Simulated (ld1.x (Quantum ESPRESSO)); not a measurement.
**copper (Cu) TM: all-electron and pseudo phase curves**

Cu, norm-conserving Troullier–Martins (Kleinman–Bylander form), made with ld1.x (Quantum ESPRESSO) 7.5 (PBEsol, scalar-relativistic). Core [Ne], reference 3s2 3p6 3d10 4s0.75 4p0.25. Waves: 3p (bound): rc 1.15 bohr; 3d (bound): rc 0.80 bohr; 3s (bound): rc 0.80 bohr. Local part: the s channel. Core correction: Bessel-smoothed model core inside 0.45 bohr.

Occupied shells without a wave of their own: 4p, 4s. They enter only through the test configuration that unscreens the potential, and ld1.x also counts them in the model core charge.

The phase is arctan(r·u′/u) with u = r·R(r), unwrapped; energies in Ry, scanned from -10 to 5 Ry. A pole is an energy at which the radial function vanishes at the test radius. The pseudo phase is shifted by a multiple of π to meet the all-electron one at the reference energy, and phase errors are pseudo minus all-electron; the curves can meet again beyond the range given. Levels narrower than the energy grid can be missing from the lists of poles.

**Question.** For each channel, where are the poles, and over which energies does the pseudopotential scatter like the atom?

**Answer.**

```csv
channel,radius (bohr),reference energy (Ry),"poles, all-electron","poles, pseudo",unbroken range about the reference energy with phases within 0.05 rad,phase error 1 Ry above the reference energy (rad)
s,1.25,-8.45,-7.26,-7.26,below 3.2,-0.000
p,1.25,-5.34,-3.86,-3.86,the whole range,-0.000
d,1.25,-0.42,1.58,1.58,the whole range,+0.000
```

ld1.x takes every shell without a wave as core, so the model core holds the 4p, 4s electrons as well and exchange and correlation see them twice. This cancels in the reference configuration, but the file is broken for other ones, and its errors say nothing about a proper core correction.

Phases in the s channel:

```json
{"E (Ry)": "-10.00", "all-electron": "0.773", "pseudo": "0.770"}
{"E (Ry)": "-9.76", "all-electron": "0.583", "pseudo": "0.580"}
{"E (Ry)": "-9.52", "all-electron": "0.278", "pseudo": "0.274"}
{"E (Ry)": "-9.28", "all-electron": "-0.167", "pseudo": "-0.170"}
{"E (Ry)": "-9.04", "all-electron": "-0.632", "pseudo": "-0.634"}
{"E (Ry)": "-8.80", "all-electron": "-0.970", "pseudo": "-0.970"}
{"E (Ry)": "-8.56", "all-electron": "-1.181", "pseudo": "-1.181"}
{"E (Ry)": "-8.32", "all-electron": "-1.316", "pseudo": "-1.316"}
{"E (Ry)": "-8.08", "all-electron": "-1.407", "pseudo": "-1.407"}
{"E (Ry)": "-7.84", "all-electron": "-1.471", "pseudo": "-1.471"}
{"E (Ry)": "-7.60", "all-electron": "-1.520", "pseudo": "-1.520"}
{"E (Ry)": "-7.36", "all-electron": "-1.557", "pseudo": "-1.558"}
{"E (Ry)": "-7.12", "all-electron": "-1.588", "pseudo": "-1.588"}
{"E (Ry)": "-6.88", "all-electron": "-1.613", "pseudo": "-1.613"}
{"E (Ry)": "-6.64", "all-electron": "-1.634", "pseudo": "-1.635"}
{"E (Ry)": "-6.40", "all-electron": "-1.653", "pseudo": "-1.653"}
{"E (Ry)": "-6.16", "all-electron": "-1.669", "pseudo": "-1.670"}
{"E (Ry)": "-5.92", "all-electron": "-1.683", "pseudo": "-1.684"}
{"E (Ry)": "-5.68", "all-electron": "-1.697", "pseudo": "-1.698"}
{"E (Ry)": "-5.44", "all-electron": "-1.709", "pseudo": "-1.710"}
{"E (Ry)": "-5.20", "all-electron": "-1.720", "pseudo": "-1.721"}
{"E (Ry)": "-4.96", "all-electron": "-1.730", "pseudo": "-1.732"}
{"E (Ry)": "-4.72", "all-electron": "-1.740", "pseudo": "-1.742"}
{"E (Ry)": "-4.48", "all-electron": "-1.750", "pseudo": "-1.752"}
{"E (Ry)": "-4.24", "all-electron": "-1.759", "pseudo": "-1.761"}
{"E (Ry)": "-4.00", "all-electron": "-1.768", "pseudo": "-1.770"}
{"E (Ry)": "-3.76", "all-electron": "-1.777", "pseudo": "-1.779"}
{"E (Ry)": "-3.52", "all-electron": "-1.786", "pseudo": "-1.788"}
{"E (Ry)": "-3.28", "all-electron": "-1.794", "pseudo": "-1.797"}
{"E (Ry)": "-3.04", "all-electron": "-1.803", "pseudo": "-1.806"}
{"E (Ry)": "-2.80", "all-electron": "-1.811", "pseudo": "-1.815"}
{"E (Ry)": "-2.56", "all-electron": "-1.820", "pseudo": "-1.823"}
{"E (Ry)": "-2.32", "all-electron": "-1.828", "pseudo": "-1.833"}
{"E (Ry)": "-2.08", "all-electron": "-1.837", "pseudo": "-1.842"}
{"E (Ry)": "-1.84", "all-electron": "-1.846", "pseudo": "-1.851"}
{"E (Ry)": "-1.60", "all-electron": "-1.856", "pseudo": "-1.861"}
{"E (Ry)": "-1.36", "all-electron": "-1.865", "pseudo": "-1.871"}
{"E (Ry)": "-1.12", "all-electron": "-1.875", "pseudo": "-1.881"}
{"E (Ry)": "-0.88", "all-electron": "-1.885", "pseudo": "-1.892"}
{"E (Ry)": "-0.64", "all-electron": "-1.896", "pseudo": "-1.904"}
{"E (Ry)": "-0.40", "all-electron": "-1.907", "pseudo": "-1.916"}
{"E (Ry)": "-0.16", "all-electron": "-1.919", "pseudo": "-1.928"}
{"E (Ry)": "0.08", "all-electron": "-1.931", "pseudo": "-1.942"}
{"E (Ry)": "0.32", "all-electron": "-1.944", "pseudo": "-1.956"}
{"E (Ry)": "0.56", "all-electron": "-1.958", "pseudo": "-1.971"}
{"E (Ry)": "0.80", "all-electron": "-1.972", "pseudo": "-1.987"}
{"E (Ry)": "1.04", "all-electron": "-1.988", "pseudo": "-2.004"}
{"E (Ry)": "1.28", "all-electron": "-2.004", "pseudo": "-2.022"}
{"E (Ry)": "1.52", "all-electron": "-2.022", "pseudo": "-2.043"}
{"E (Ry)": "1.76", "all-electron": "-2.041", "pseudo": "-2.064"}
{"E (Ry)": "2.00", "all-electron": "-2.062", "pseudo": "-2.088"}
{"E (Ry)": "2.24", "all-electron": "-2.085", "pseudo": "-2.114"}
{"E (Ry)": "2.48", "all-electron": "-2.109", "pseudo": "-2.143"}
{"E (Ry)": "2.72", "all-electron": "-2.136", "pseudo": "-2.174"}
{"E (Ry)": "2.96", "all-electron": "-2.165", "pseudo": "-2.209"}
{"E (Ry)": "3.20", "all-electron": "-2.198", "pseudo": "-2.249"}
{"E (Ry)": "3.44", "all-electron": "-2.234", "pseudo": "-2.292"}
{"E (Ry)": "3.68", "all-electron": "-2.274", "pseudo": "-2.341"}
{"E (Ry)": "3.92", "all-electron": "-2.318", "pseudo": "-2.397"}
{"E (Ry)": "4.16", "all-electron": "-2.368", "pseudo": "-2.459"}
{"E (Ry)": "4.40", "all-electron": "-2.423", "pseudo": "-2.530"}
{"E (Ry)": "4.64", "all-electron": "-2.485", "pseudo": "-2.609"}
{"E (Ry)": "4.88", "all-electron": "-2.555", "pseudo": "-2.699"}
```
